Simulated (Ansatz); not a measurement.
Relaxation of FH5O2W (9 atoms, charge 0, multiplicity 1), to a largest force component of 0.02 eV/Å in at most 40 steps.

The calculation used RKS PBE/def2-SVP (Ansatz).

```xyz
9
Properties=species:S:1:pos:R:3
W 0.000 0.000 0.000
F 0.000 0.000 1.850
O 1.940 0.000 0.000
H 2.277 -0.952 -0.020
H 0.000 1.720 0.000
O -1.940 0.000 0.000
H -2.277 -0.126 0.944
H 0.000 -1.720 0.000
H 0.000 0.000 -1.720
```

**Question.** Where does it end, and by what steps?

**Answer.** The run converged. After 19 steps the energy has fallen by 3.328 eV; H8 moved furthest, 1.08 Å.

```tsv
step	energy less start (eV)	largest force component (eV/Å)	accepted
0	0.0000	2.029	yes
1	-1.1931	1.495	yes
2	-1.9918	1.581	yes
3	-2.6622	1.355	yes
4	-3.0779	0.658	yes
5	-3.1828	0.533	yes
6	-3.2463	0.338	yes
7	-3.2718	0.739	yes
8	-3.2438	1.780	no
9	-3.3057	0.143	yes
10	-3.3117	0.332	yes
11	-3.3182	0.079	yes
12	-3.3208	0.216	yes
13	-3.3219	0.333	yes
14	-3.3238	0.175	yes
15	-3.3255	0.046	yes
16	-3.3261	0.180	yes
17	-3.3272	0.124	yes
18	-3.3277	0.056	yes
19	-3.3279	0.017	yes
```

```xyz
9
Properties=species:S:1:pos:R:3
W -0.001 -0.106 0.099
F 0.188 -0.154 2.061
O 1.842 -0.342 0.069
H 2.620 -0.506 0.629
H 0.063 1.381 -0.696
O -1.826 0.003 0.421
H -2.514 -0.025 1.108
H -0.224 -1.379 -0.995
H -0.148 0.050 -1.642
```

The run took 46 s on 2 threads of Arm Neoverse V1, with other jobs on the host, peak memory 0.14 GiB.
